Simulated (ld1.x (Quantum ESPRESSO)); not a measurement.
**Reading a pseudo-wave (hydrogen)**

Columns: radius, all-electron u(r) and pseudo u(r) of the 1s shell (level -6.33 eV) of hydrogen in the configuration 1s1; PBEsol, scalar-relativistic, TM scheme, ld1.x (Quantum ESPRESSO) 7.5.

```json
{"r (bohr)": "0.070", "all-electron": "0.1227", "pseudo": "0.0969"}
{"r (bohr)": "0.140", "all-electron": "0.2287", "pseudo": "0.1915"}
{"r (bohr)": "0.210", "all-electron": "0.3198", "pseudo": "0.2818"}
{"r (bohr)": "0.280", "all-electron": "0.3974", "pseudo": "0.3657"}
{"r (bohr)": "0.350", "all-electron": "0.4631", "pseudo": "0.4415"}
{"r (bohr)": "0.420", "all-electron": "0.5181", "pseudo": "0.5077"}
{"r (bohr)": "0.490", "all-electron": "0.5638", "pseudo": "0.5635"}
{"r (bohr)": "0.560", "all-electron": "0.6012", "pseudo": "0.6086"}
{"r (bohr)": "0.630", "all-electron": "0.6312", "pseudo": "0.6434"}
{"r (bohr)": "0.700", "all-electron": "0.6547", "pseudo": "0.6686"}
{"r (bohr)": "0.770", "all-electron": "0.6726", "pseudo": "0.6858"}
{"r (bohr)": "0.840", "all-electron": "0.6854", "pseudo": "0.6963"}
{"r (bohr)": "0.910", "all-electron": "0.6939", "pseudo": "0.7017"}
{"r (bohr)": "0.980", "all-electron": "0.6986", "pseudo": "0.7034"}
{"r (bohr)": "1.050", "all-electron": "0.6999", "pseudo": "0.7024"}
{"r (bohr)": "1.120", "all-electron": "0.6983", "pseudo": "0.6993"}
{"r (bohr)": "1.190", "all-electron": "0.6942", "pseudo": "0.6945"}
{"r (bohr)": "1.260", "all-electron": "0.6879", "pseudo": "0.6880"}
{"r (bohr)": "1.330", "all-electron": "0.6798", "pseudo": "0.6798"}
{"r (bohr)": "1.400", "all-electron": "0.6701", "pseudo": "0.6701"}
{"r (bohr)": "1.470", "all-electron": "0.6590", "pseudo": "0.6590"}
{"r (bohr)": "1.540", "all-electron": "0.6468", "pseudo": "0.6468"}
{"r (bohr)": "1.610", "all-electron": "0.6336", "pseudo": "0.6336"}
{"r (bohr)": "1.680", "all-electron": "0.6197", "pseudo": "0.6197"}
{"r (bohr)": "1.750", "all-electron": "0.6052", "pseudo": "0.6052"}
{"r (bohr)": "1.820", "all-electron": "0.5902", "pseudo": "0.5902"}
```

Q: How many radial nodes do the two functions have?

A: The all-electron 1s function has n − l − 1 = 0; the pseudo-wave has 0.

Q: At about which radius was the pseudo-wave matched?

A: 1.40 bohr. The columns agree to 0.0005 from 1.19 bohr on; several derivatives are matched, so the curves merge somewhat inside the radius.

Q: Is the pseudo-wave norm-conserving?

A: Yes: the TM scheme keeps the norm inside the radius equal to the all-electron one, which fixes the energy derivative of the logarithmic derivative at the level.
